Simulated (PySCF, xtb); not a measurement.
CH₃FSZn, SMILES C[S][Zn][F]. One conformer was computed; it need not be the lowest.

Harmonic wavenumbers (cm⁻¹) from xtb 6.7.1 with GFN2-xTB at its own minimum, in rising order: 21, 100, 109, 169, 296, 393, 714, 941, 946, 1314, 1426, 1432, 3022, 3032, 3046.

Q: What does B3LYP-D3(BJ)/def2-SVP run with PySCF give at its own minimum? (An estimate is asked for; the answer gives what the named calculation found.)

A: 87, 110, 146, 190, 379, 690, 696, 952, 971, 1337, 1458, 1459, 3045, 3146, 3147. Paired by order, the mean absolute difference is 59 cm⁻¹ and the zero-point energies are 24.2 and 25.5 kcal/mol.
